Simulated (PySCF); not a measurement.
## Input and output

Pb(CH3)(OH) (singlet). PySCF 2.14.0, RKS B3LYP, Pb def2-SVP with ECP60, C def2-SVP, H def2-SVP, O def2-SVP; non-relativistic Hamiltonian with scalar-relativistic core potentials where named; density fitting; no spin-orbit coupling. Purpose: singlet excitations, Tamm-Dancoff B3LYP.

```python
mol = gto.M(atom='''
Pb    -0.03336     0.47060    -0.11950
C      1.81053     0.05984     1.17074
H      2.51252    -0.61459     0.65333
H      2.34147     0.99761     1.40300
H      1.45754    -0.40771     2.10136
O     -1.27566    -0.25704     1.43387
H     -2.20672    -0.21754     1.18353''',
    basis={'Pb': 'def2-SVP', 'C': 'def2-SVP', 'H': 'def2-SVP', 'O': 'def2-SVP'},
    ecp={'Pb': 'def2-SVP'},
    charge=0, spin=0)
mf = dft.RKS(mol, xc='B3LYP')
mf.grids.atom_grid = (50, 194)
mf = mf.density_fit()  # fitting sets: Pb def2-universal-JKFIT, C def2-universal-JKFIT, H def2-universal-JKFIT, O def2-universal-JKFIT
mf.conv_tol = 1e-08; mf.max_cycle = 55
mf.kernel(dm0)  # dm0: converged density of the relaxed state
td = mf.TDA(); td.nstates = 8; td.kernel()
```

Run from Python with OMP_NUM_THREADS=2; the lines above give its settings. Where DIIS fails, smearing, a level shift and second-order steps follow.
It took 20 s on 2 threads of Arm Neoverse V1 (shared host), from an already converged density.

Task: Where do the frontier levels lie, over both spins?

Result: HOMO -6.00 eV, LUMO -2.27 eV. 

Task: What does the SCF print?

Result: 
```
init E= -308.5833358485
cycle= 1 E= -308.584077927034  delta_E= -0.000742  |g|= 0.0246  |ddm|= 0.128
cycle= 2 E= -308.583546123083  delta_E= 0.000532  |g|= 0.055  |ddm|= 0.0597
cycle= 3 E= -308.584193338539  delta_E= -0.000647  |g|= 0.0058  |ddm|= 0.0458
cycle= 4 E= -308.584202086704  delta_E= -8.75e-06  |g|= 0.00145  |ddm|= 0.0064
cycle= 5 E= -308.584202750424  delta_E= -6.64e-07  |g|= 0.000288  |ddm|= 0.00214
cycle= 6 E= -308.58420277734  delta_E= -2.69e-08  |g|= 6.73e-05  |ddm|= 0.000432
cycle= 7 E= -308.584202778517  delta_E= -1.18e-09  |g|= 1.06e-05  |ddm|= 9.09e-05
Extra cycle  E= -308.584202778465  delta_E= 5.14e-11  |g|= 2.04e-05  |ddm|= 3.36e-05
converged SCF energy = -308.584202778465
```

Task: What are the Mulliken charges and spins?

Result: 
| atom | charge (e) | spin (e) |
| --- | --- | --- |
| Pb1 | 0.534 | 0.000 |
| C2 | -0.322 | 0.000 |
| H3 | 0.030 | 0.000 |
| H4 | 0.031 | 0.000 |
| H5 | 0.057 | 0.000 |
| O6 | -0.492 | 0.000 |
| H7 | 0.162 | 0.000 |

Task: Which singlet excitations follow (Tamm-Dancoff, 8 states)?

Result: 
```
state    eV  oscillator strength
    1  2.82               0.0179
    2  4.36               0.0045
    3  4.65               0.0035
    4  5.28               0.0846
    5  6.04               0.0098
    6  6.68               0.3950
    7  6.87               0.0095
    8  7.24               0.0616
```
Functionals without range separation put charge-transfer states too low; the basis has no diffuse functions.

The geometry was relaxed with PBE0 (Pb def2-SVP with ECP60, C def2-SVP, H def2-SVP, O def2-SVP).
